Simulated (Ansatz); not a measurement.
Input and output for C3H2F6 (`FC(F)(F)CC(F)(F)F`).

```yaml
crystal:
  periodic: [false, false, false]
  atoms:
    - {symbol: F, position_ang: [0.109351, -2.102224, -0.605766]}
    - {symbol: C, position_ang: [0.738127, -1.039860, -0.348430]}
    - {symbol: F, position_ang: [1.814263, -0.753810, 0.061133]}
    - {symbol: F, position_ang: [1.407925, -1.183479, -1.489882]}
    - {symbol: C, position_ang: [0.014892, 0.042742, -0.381821]}
    - {symbol: C, position_ang: [-0.437957, 0.603921, 1.129772]}
    - {symbol: F, position_ang: [-1.497945, 1.895696, 0.564998]}
    - {symbol: F, position_ang: [-1.648120, -0.582802, 1.094659]}
    - {symbol: F, position_ang: [-0.035452, 1.019229, 1.831169]}
    - {symbol: H, position_ang: [-0.758461, 0.285381, -1.515586]}
    - {symbol: H, position_ang: [0.541113, 0.958431, -0.748378]}
basis:
  gaussian: {orbitals: pcseg-2, point_charges: [{charge: -1.00, position_ang: [6.036, 0.320, -0.940]}]}
hamiltonian: {xc: {name: B2PLYP}}
accuracy: high
output: {forces: true}
```

```sh
$ ansatz run in.yaml --threads 2 --pin off --events-out ev --progress --plain --max-ram 32768MiB --backend cuda --devices 0, --max-vram 18GiB
```

Shortened log:

```
Functional definition: B2PLYP
5514 factors; integrals over basis functions are off by at most 1.6e-8 eV
mean field evaluation 1: about -19396.5606 eV, gradient 7.1e1 eV
mean field evaluation 2: about -19396.7004 eV, gradient 7.1e1 eV
mean field evaluation 4: about -19404.7234 eV, gradient 1.4e1 eV
mean field evaluation 8: about -19405.0343 eV, gradient 8.6e-1 eV
mean field evaluation 16: about -19405.0357 eV, gradient 3.1e-4 eV
mean field -19405.03566879 eV, -713.1219076224 hartree, gradient 8.8e-8 eV, S^2 0.000000; 0 other end points of the search recorded, 0 dependent functions left out
9 core orbitals not correlated: weight in the atoms' cores, before any rotation towards them, 1.000 or more for the frozen orbitals, at most 0.000 for the correlated occupied ones
reference -19405.03569549 eV, -713.1219086038 hartree; 28, 28 occupied and 261, 261 virtual orbitals, 5514 factors
second order -63.07287765 eV of doubles, -0.00000000 eV of singles
Total energy: -19422.06537246 eV, -713.7477376891 hartree
Atom 0 at     0.109351    -2.102224    -0.605766 Å, force    -4.654327    -6.795164     5.160899 eV/Å
Atom 1 at     0.738127    -1.039860    -0.348430 Å, force     0.713447    -3.588408    -9.433015 eV/Å
Atom 2 at     1.814263    -0.753810     0.061133 Å, force    10.756898     1.520536    17.110425 eV/Å
Atom 3 at     1.407925    -1.183479    -1.489882 Å, force     0.505447     0.119520   -13.824221 eV/Å
Atom 4 at     0.014892     0.042742    -0.381821 Å, force    -7.671092    12.883683    -1.846934 eV/Å
Atom 5 at    -0.437957     0.603921     1.129772 Å, force   -35.130284   -30.237405   -59.155906 eV/Å
Atom 6 at    -1.497945     1.895696     0.564998 Å, force     1.449244    -1.774127     0.780273 eV/Å
Atom 7 at    -1.648120    -0.582802     1.094659 Å, force     1.812769     1.809009     2.322172 eV/Å
Atom 8 at    -0.035452     1.019229     1.831169 Å, force    30.254182    28.870736    53.647515 eV/Å
Atom 9 at    -0.758461     0.285381    -1.515586 Å, force     1.120193    -1.690058     4.408809 eV/Å
Atom 10 at     0.541113     0.958431    -0.748378 Å, force     0.889694    -1.150595     0.769881 eV/Å
Dipole moment:     0.936825     0.208951     0.480548 e Å
```

Hardware: 2 threads of an AMD EPYC 7R13 on a shared host and a share of an NVIDIA H100 80 GB. Wall time 22 s, peak host memory 3.5 GiB.
